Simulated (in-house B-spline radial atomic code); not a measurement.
Configurations of neutral zirconium, with energies counted from [Kr] (4d3/2)2 5s2. All numbers are computed (Dirac-Hartree-Fock, average of each configuration as written; Fermi nucleus of rms radius 4.2694 fm) with a radial B-spline atomic code at the basis-set limit, not measured. Energies include first-order Breit, QED and recoil terms.

Occupations are held fixed; configurations that lie above the ionisation limit could autoionise.

```
                                        configuration  E - E(ref) (eV)  highest orbital  its <r> (bohr)
                                [Kr] (4d5/2)1 5s2 8s1           6.1723            8s1/2           31.34
                                [Kr] (4d3/2)1 5s2 9s1           6.2683            9s1/2           46.56
[Ar] 3d10 4s2 (4p1/2)2 (4p3/2)3 (4d5/2)2 (4f5/2)1 5s2           37.176            4f5/2           17.88
     [Ar] 3d10 4s2 (4p1/2)2 (4p3/2)3 (4d5/2)2 5s2 8s1           37.369            8s1/2           31.15
 [Ar] (3d3/2)4 (3d5/2)5 4s2 4p6 (4d3/2)2 (4f7/2)1 5s2            187.4            4f7/2           17.89
```

Question: Order these further configurations by energy, lowest first.
A. [Kr] (4d3/2)1 (4d5/2)1 5s2
B. [Ar] (3d3/2)3 (3d5/2)6 4s2 4p6 (4d5/2)2 5s2 (6p1/2)1
C. [Kr] (4d5/2)1 5s2 (7d3/2)1
D. [Kr] (4d3/2)1 (4d5/2)1 5s1 (5f5/2)1
E. [Kr] (4d5/2)1 (4f7/2)1 5s2

Answer: A (0.21992 eV), D (5.274 eV), E (5.9747 eV), C (6.3103 eV), B (189.46 eV).
